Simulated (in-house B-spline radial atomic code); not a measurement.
**Response and correlation of Tl⁷⁷⁺**

Closed shell [He] 2s2. Computed with an all-electron radial atomic-structure program (B-spline basis): Dirac-Hartree-Fock, relativistic RPA (time-dependent Dirac-Hartree-Fock) for the response and second-order many-body perturbation theory for correlation, no-pair Dirac-Coulomb Hamiltonian, finite nucleus.

```tsv
multipole (bohr³, bohr⁵, bohr⁷)	uncoupled	coupled RPA
dipole	9.8175e-05	0.00015092
quadrupole	6.3755e-08	6.4635e-08
octupole	4.3884e-10	?
```

Task: What is the coupled octupole polarisability?

Result: 4.4301e-10 atomic units, +1 % against the uncoupled value.

Task: Which subshells carry the dipole polarisability?

Result: 2s1/2 100.0 %, 1s1/2 0.0 %.

Task: What does the dipole shielding factor come to?

Result: The dipole shielding factor is 0.049, against the exact N/Z = 4/81 = 0.049 of the non-relativistic theorem.

Dipole polarisability at imaginary frequency:

```
u (Eh)  α(iu) (bohr³)
     0      0.0001509
  13.8      6.837e-05
  34.4      4.106e-05
  68.9      2.818e-05
   103      2.024e-05
   138      1.492e-05
   207      9.271e-06
   276      6.558e-06
   344      5.049e-06
   482      3.386e-06
   689      2.177e-06
  1030      1.272e-06
  1380      8.386e-07
  2070      4.586e-07
  3440      2.068e-07
  6890      6.296e-08
```

Task: What dispersion coefficients follow for two such ions (the dispersion part alone)?

Result: C6 = (3/π)∫α(iu)²du = 3.044e-07 hartree·bohr⁶ and C8 = 2.309e-09 hartree·bohr⁸.

Lowest J = 1 odd-parity excitations:

| energy (eV) | oscillator strength | leading channel | weight |
| --- | --- | --- | --- |
| 227.87 | 0.00785 | 2s1/2 → p1/2 | 0.999 |
| 2569.5 | 0.318 | 2s1/2 → p3/2 | 0.999 |
| 13711 | 0.264 | 2s1/2 → p1/2 | 1.0 |
| 14388 | 0.328 | 2s1/2 → p3/2 | 1.0 |
| 18288 | 0.0606 | 2s1/2 → p1/2 | 1.0 |
| 18570 | 0.094 | 2s1/2 → p3/2 | 1.0 |
| 20361 | 0.0243 | 2s1/2 → p1/2 | 1.0 |
| 20504 | 0.0407 | 2s1/2 → p3/2 | 1.0 |

Second-order correlation energy by the highest angular momentum of the excited pair (hartree): s -0.02536, p -0.257, d -0.0112, f -0.00291, g -0.001077, h -0.0004773, i -0.0002464, k -0.0001399.

Task: What is the second-order correlation energy at the partial-wave limit?

Result: The listed waves sum to -0.29843 hartree; extrapolating the increments as (l + 1/2)⁻⁴ gives -0.29871 hartree, -2.03 eV per electron.
